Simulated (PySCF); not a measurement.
Computed shifts of a molecule C6H4O, PBE0/pcSseg-1 (PySCF), GIAO, gas phase, equivalent atoms averaged, in ppm (number of nuclei): ¹³C: 154.5 (1), 147.7 (1), 122.5 (1), 114.6 (1), 90.7 (1), 79.9 (1). ¹H: 7.93 (1), 7.59 (1), 6.95 (1), 3.46 (1). References: ¹³C against TMS (σ = 186.3 ppm); ¹⁷O against H2O (σ = 334.2 ppm); ¹H against TMS (σ = 31.56 ppm), references at their B3LYP-D3(BJ)/def2-TZVP geometries, non-relativistic. Coordinates come from a PBE0-D3(BJ)/def2-SVP optimisation. The values are those of a single conformer.

Problem. Which structure fits?
(A) C#Cc1ccco1
(B) C#CC(C#C)C=O
(C) C#Cc1ccoc1

Solution. C, C#Cc1ccoc1
